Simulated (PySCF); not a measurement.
B(F)(OH)(SeH), H2BFOSe, SMILES OB(F)[SeH] (PBE0/def2-SVP optimised geometry):

```
6

B      0.187    -0.144     0.000
F      0.810    -1.323     0.005
O      0.890     1.004    -0.004
H      1.843     0.853    -0.004
Se    -1.762    -0.144     0.000
H     -1.843     1.323     0.000
```

Level of theory: PySCF with PBE0/def2-TZVP.

Question: What are the frontier orbital energies and the dipole moment?

Answer: HOMO-2 -10.80 eV, HOMO-1 -9.41 eV, HOMO -7.37 eV, LUMO 0.24 eV, LUMO+1 0.53 eV; dipole moment 1.63 D.

On the same geometry PBE/def2-TZVP in PySCF 2.14.0 gives HOMO-2 -8.98 eV, HOMO-1 -8.12 eV, HOMO -6.19 eV, LUMO -0.66 eV, LUMO+1 -0.39 eV; dipole moment 1.58 D.

Meta-Löwdin charges at PBE0/def2-TZVP: B1 0.43, F2 -0.31, O3 -0.51, H4 0.36, Se5 -0.05, H6 0.08.
